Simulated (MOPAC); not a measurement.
MOPAC input (PM6):

```
PM6 PRECISE GNORM=0.05 LET XYZ CHARGE=-1 GEO-OK AUX(PRECISION=9) THREADS=1
C3H5Cl2

C    -0.13704600 1   -0.51533600 1   -0.94136400 1
C    -1.25989800 1   -0.60727400 1    0.06419800 1
Cl   -2.05367700 1    1.18681700 1    0.04823000 1
C     1.09985500 1    0.21190700 1   -0.43394700 1
Cl    2.14301400 1   -0.80070700 1    0.68655900 1
H     0.14458900 1   -1.54118400 1   -1.21526200 1
H    -0.38720500 1    0.00380300 1   -1.89413200 1
H    -2.08262900 1   -1.14643400 1   -0.42627600 1
H     1.77630400 1    0.50116700 1   -1.23813400 1
H     0.81275800 1    1.08300200 1    0.14907100 1
```

Output:

```
 *******************************************************************************
 **                                                                           **
 **                              MOPAC v23.2.5                                **
 **                                                                           **
 *******************************************************************************
 ** MOPAC's Digital Object Identifier: https://doi.org/10.5281/zenodo.6511958 **
 **                                                                           **
 ** Please cite the open-source release paper for use of this MOPAC version:  **
 ** J. E. Moussa and J. J. P. Stewart (2026)                                  **
 ** MOPAC: An open-source semiempirical molecular orbital program             **
 ** J. Open Source Softw., 11(119), 8025, https://doi.org/10.21105/joss.08025 **
 *******************************************************************************

                              PM6 CALCULATION RESULTS

 *******************************************************************************
 *  PM6        - The PM6 Hamiltonian to be used
 *  GEO-OK     - OVERRIDE INTERATOMIC DISTANCE AND OTHER SAFETY CHECKS
 *
 *
 *
 *                 CHARGE ON SYSTEM = -1
 *
 *
 *
 *  LET        - OVERRIDE SOME SAFETY CHECKS
 *  PRECISE    - TIGHTER CRITERIA TO BE USED
 *  XYZ        - CARTESIAN COORDINATE SYSTEM TO BE USED
 *  GNORM      - EXIT WHEN GRADIENT NORM DROPS BELOW 0.050
 *  AUX        - OUTPUT AUXILIARY INFORMATION
 *******************************************************************************
PM6 PRECISE GNORM=0.05 LET XYZ CHARGE=-1 GEO-OK AUX(PRECISION=9) THREADS=1
 C3H5Cl2

   ATOM   CHEMICAL          X               Y               Z
  NUMBER   SYMBOL      (ANGSTROMS)     (ANGSTROMS)     (ANGSTROMS)

     1       C         -0.13704600  *  -0.51533600  *  -0.94136400  *
     2       C         -1.25989800  *  -0.60727400  *   0.06419800  *
     3      Cl         -2.05367700  *   1.18681700  *   0.04823000  *
     4       C          1.09985500  *   0.21190700  *  -0.43394700  *
     5      Cl          2.14301400  *  -0.80070700  *   0.68655900  *
     6       H          0.14458900  *  -1.54118400  *  -1.21526200  *
     7       H         -0.38720500  *   0.00380300  *  -1.89413200  *
     8       H         -2.08262900  *  -1.14643400  *  -0.42627600  *
     9       H          1.77630400  *   0.50116700  *  -1.23813400  *
    10       H          0.81275800  *   1.08300200  *   0.14907100  *

          CARTESIAN COORDINATES

    NO.       ATOM           X           Y           Z

     1         C         -0.1370     -0.5153     -0.9414
     2         C         -1.2599     -0.6073      0.0642
     3        Cl         -2.0537      1.1868      0.0482
     4         C          1.0999      0.2119     -0.4339
     5        Cl          2.1430     -0.8007      0.6866
     6         H          0.1446     -1.5412     -1.2153
     7         H         -0.3872      0.0038     -1.8941
     8         H         -2.0826     -1.1464     -0.4263
     9         H          1.7763      0.5012     -1.2381
    10         H          0.8128      1.0830      0.1491

 General Reference for PM6:
 "Optimization of Parameters for Semiempirical Methods V: Modification of NDDO Approximations
 and Application to 70 Elements", J. J. P. Stewart, J. Mol. Mod., 13, 1173-1213 (2007)
 URL: https://link.springer.com/article/10.1007/s00894-007-0233-4

           Empirical Formula: C3 H5 Cl2  =    10 atoms

      MOLECULAR POINT GROUP   :   C1

      RHF CALCULATION, NO. OF DOUBLY OCCUPIED LEVELS = 16

          Geometry optimization using EF

          DIAGONAL MATRIX USED AS START HESSIAN

 CYCLE:     1  GRAD.:    37.462 HEAT: -15.88614
 CYCLE:     2  GRAD.:   111.724 HEAT: -13.80659
 CYCLE:     3  GRAD.:    89.415 HEAT: -12.84040
 CYCLE:     4  GRAD.:   110.243 HEAT: -13.89959
 CYCLE:     5  GRAD.:   126.550 HEAT: -11.55260
 CYCLE:     6  GRAD.:   118.831 HEAT: -12.87472
 CYCLE:     7  GRAD.:    99.946 HEAT: -13.76389
 CYCLE:     8  GRAD.:   121.956 HEAT: -12.74599
 CYCLE:     9  GRAD.:    97.022 HEAT: -14.50749
 CYCLE:    10  GRAD.:   118.752 HEAT: -12.29329
 CYCLE:    11  GRAD.:    77.389 HEAT: -15.41897
 CYCLE:    12  GRAD.:   105.649 HEAT: -14.15636
 CYCLE:    13  GRAD.:    77.057 HEAT: -15.74100
 CYCLE:    14  GRAD.:    75.916 HEAT: -16.40414
 CYCLE:    15  GRAD.:    85.807 HEAT: -15.38783
 CYCLE:    16  GRAD.:    33.745 HEAT: -19.09138
 CYCLE:    17  GRAD.:    32.268 HEAT: -19.38352
 CYCLE:    18  GRAD.:    15.434 HEAT: -19.99294
 CYCLE:    19  GRAD.:     9.986 HEAT: -20.21193
 CYCLE:    20  GRAD.:     7.350 HEAT: -20.39686
 CYCLE:    21  GRAD.:    25.184 HEAT: -20.80413
 CYCLE:    22  GRAD.:    23.150 HEAT: -21.25530
 CYCLE:    23  GRAD.:    16.192 HEAT: -22.21976
 CYCLE:    24  GRAD.:    29.943 HEAT: -22.90557
 CYCLE:    25  GRAD.:    67.619 HEAT: -21.54355
 CYCLE:    26  GRAD.:    10.323 HEAT: -23.42985
 CYCLE:    27  GRAD.:    16.562 HEAT: -23.62420
 CYCLE:    28  GRAD.:     9.396 HEAT: -23.90418
 CYCLE:    29  GRAD.:    18.591 HEAT: -24.02098
 CYCLE:    30  GRAD.:     9.250 HEAT: -24.21803
 CYCLE:    31  GRAD.:     4.967 HEAT: -24.35416
 CYCLE:    32  GRAD.:     4.752 HEAT: -24.48577
 CYCLE:    33  GRAD.:     3.568 HEAT: -24.52324
 CYCLE:    34  GRAD.:     3.596 HEAT: -24.59183
 CYCLE:    35  GRAD.:     4.539 HEAT: -24.66858
 CYCLE:    36  GRAD.:     6.165 HEAT: -24.79981
 CYCLE:    37  GRAD.:    15.117 HEAT: -24.86246
 CYCLE:    38  GRAD.:    16.566 HEAT: -25.00990
 CYCLE:    39  GRAD.:     9.057 HEAT: -25.19432
 CYCLE:    40  GRAD.:    31.307 HEAT: -24.81232
 CYCLE:    41  GRAD.:     9.016 HEAT: -25.40707
 CYCLE:    42  GRAD.:    10.587 HEAT: -25.52225
 CYCLE:    43  GRAD.:     6.621 HEAT: -25.73824
 CYCLE:    44  GRAD.:    20.670 HEAT: -25.89031
 CYCLE:    45  GRAD.:    10.522 HEAT: -26.13018
 CYCLE:    46  GRAD.:     8.379 HEAT: -26.32775
 CYCLE:    47  GRAD.:    18.596 HEAT: -26.60891
 CYCLE:    48  GRAD.:     9.302 HEAT: -26.79390
 CYCLE:    49  GRAD.:     9.923 HEAT: -27.08387
 CYCLE:    50  GRAD.:    19.473 HEAT: -27.55524
 CYCLE:    51  GRAD.:    15.557 HEAT: -27.86199
 CYCLE:    52  GRAD.:    12.739 HEAT: -28.09012
 CYCLE:    53  GRAD.:    11.967 HEAT: -28.25881
 CYCLE:    54  GRAD.:     7.959 HEAT: -28.36223
 CYCLE:    55  GRAD.:     5.409 HEAT: -28.44355
 CYCLE:    56  GRAD.:     3.620 HEAT: -28.49024
 CYCLE:    57  GRAD.:     4.009 HEAT: -28.52147
 CYCLE:    58  GRAD.:     4.289 HEAT: -28.54538
 CYCLE:    59  GRAD.:     4.778 HEAT: -28.57099
 CYCLE:    60  GRAD.:     2.782 HEAT: -28.59134
 CYCLE:    61  GRAD.:     2.648 HEAT: -28.60524
 CYCLE:    62  GRAD.:     1.956 HEAT: -28.62295
 CYCLE:    63  GRAD.:     1.998 HEAT: -28.62864
 CYCLE:    64  GRAD.:     1.567 HEAT: -28.63506
 CYCLE:    65  GRAD.:     1.098 HEAT: -28.63838
 CYCLE:    66  GRAD.:     0.423 HEAT: -28.64006
 CYCLE:    67  GRAD.:     0.306 HEAT: -28.64039
 CYCLE:    68  GRAD.:     0.119 HEAT: -28.64045
 CYCLE:    69  GRAD.:     0.079 HEAT: -28.64047
 CYCLE:    70  GRAD.:     0.052 HEAT: -28.64048
 CYCLE:    71  GRAD.:     0.041 HEAT: -28.64049

     GRADIENT =  0.04137 IS LESS THAN CUTOFF =  0.05000

 -------------------------------------------------------------------------------
 PM6 PRECISE GNORM=0.05 LET XYZ CHARGE=-1 GEO-OK AUX(PRECISION=9) THREADS=1
 C3H5Cl2

     GEOMETRY OPTIMISED USING EIGENVECTOR FOLLOWING (EF).
     SCF FIELD WAS ACHIEVED

                              PM6 CALCULATION
                                                       MOPAC v23.2.5 Linux

          FINAL HEAT OF FORMATION =        -28.64049 KCAL/MOL =    -119.83179 KJ/MOL

          COSMO AREA              =        134.30 SQUARE ANGSTROMS
          COSMO VOLUME            =        123.73 CUBIC ANGSTROMS

          GRADIENT NORM           =          0.04137          =       0.01308 PER ATOM
          IONIZATION POTENTIAL    =          1.875305 EV
          HOMO LUMO ENERGIES (EV) =         -1.875  5.002
          NO. OF FILLED LEVELS    =         16
          MOLECULAR WEIGHT        =        111.9785         POINT GROUP:  C1

          MOLECULAR DIMENSIONS (Angstroms)

            Atom       Atom       Distance
           Cl     5   Cl     3     5.04357
            H    10    H     7     2.95015
            H     9    H     6     2.89212

          SCF CALCULATIONS        =         72

   ATOM   CHEMICAL          X               Y               Z
  NUMBER   SYMBOL      (ANGSTROMS)     (ANGSTROMS)     (ANGSTROMS)

     1       C         -0.22175395  *  -0.73954691  *  -0.48174184  *
     2       C         -1.46583372  *  -0.20391747  *   0.03327758  *
     3      Cl         -2.03762509  *   1.29580822  *  -0.66235397  *
     4       C          0.86099047  *  -0.04121046  *   0.34144979  *
     5      Cl          2.57493763  *  -0.68082623  *  -0.15762599  *
     6       H         -0.15430115  *  -1.83755949  *  -0.35673101  *
     7       H         -0.06973910  *  -0.53750921  *  -1.55974874  *
     8       H         -2.06126799  *  -0.60567183  *   0.79235291  *
     9       H          0.91389610  *   1.03685891  *   0.15109865  *
    10       H          0.80625301  *  -0.25781575  *   1.41276982  *

                             CARTESIAN COORDINATES

   1    C       -0.221753951    -0.739546910    -0.481741835
   2    C       -1.465833718    -0.203917471     0.033277578
   3   Cl       -2.037625088     1.295808220    -0.662353972
   4    C        0.860990465    -0.041210459     0.341449789
   5   Cl        2.574937632    -0.680826225    -0.157625991
   6    H       -0.154301152    -1.837559486    -0.356731013
   7    H       -0.069739099    -0.537509206    -1.559748740
   8    H       -2.061267990    -0.605671828     0.792352914
   9    H        0.913896101     1.036858911     0.151098650
  10    H        0.806253012    -0.257815745     1.412769824

           Empirical Formula: C3 H5 Cl2  =    10 atoms

      MOLECULAR POINT GROUP   :   C1

                  EIGENVALUES
 -23.69934 -22.21006 -20.92820 -17.70410 -14.65392 -11.76038 -10.19185  -9.36303
  -9.28490  -8.03194  -7.14789  -6.89757  -6.74721  -6.26836  -5.41883  -1.87531
   5.00160   7.60688   8.68471   9.58530   9.91070  10.53785  10.55727  11.23397
  12.62952  96.57284  96.58223  96.74829  96.77716  96.82288  96.87682  96.92560
  97.10209  97.27872  97.28117

              NET ATOMIC CHARGES AND DIPOLE CONTRIBUTIONS

  ATOM NO.   TYPE          CHARGE      No. of ELECS.   s-Pop       p-Pop       d-Pop
    1          C          -0.099451        4.0995     1.06166     3.03779
    2          C          -0.741563        4.7416     1.06304     3.67853
    3         Cl          -0.270726        7.2707     1.98374     5.28109     0.00589
    4          C          -0.042296        4.0423     1.17978     2.86251
    5         Cl          -0.437036        7.4370     1.99286     5.43902     0.00515
    6          H           0.098147        0.9019     0.90185
    7          H           0.106784        0.8932     0.89322
    8          H           0.145172        0.8548     0.85483
    9          H           0.125501        0.8745     0.87450
   10          H           0.115469        0.8845     0.88453
 DIPOLE           X         Y         Z       TOTAL
 POINT-CHG.     2.216     0.083     0.410     2.255
 HYBRID         0.405     0.220     0.078     0.468
 SUM            2.621     0.303     0.489     2.683

          ATOMIC ORBITAL ELECTRON POPULATIONS

     Atom    s        px        py        pz      x^2-y^2     xz        z^2       yz        xy
    1  C   1.06166   0.94788   1.04635   1.04356
    2  C   1.06304   1.18989   1.07805   1.41059
    3 Cl   1.98374   1.91821   1.47596   1.88692   0.00147   0.00040   0.00074   0.00167   0.00160
    4  C   1.17978   0.68948   1.08324   1.08980
    5 Cl   1.99286   1.54283   1.93544   1.96075   0.00164   0.00122   0.00073   0.00016   0.00140
    6  H   0.90185
    7  H   0.89322
    8  H   0.85483
    9  H   0.87450
   10  H   0.88453

 **********************
 *                    *
 * JOB ENDED NORMALLY *
 *                    *
 **********************

 == MOPAC DONE ==
```

The dipole moment of an ion depends on the origin.

The geometry given is a B3LYP-D3(BJ)/def2-TZVP minimum.
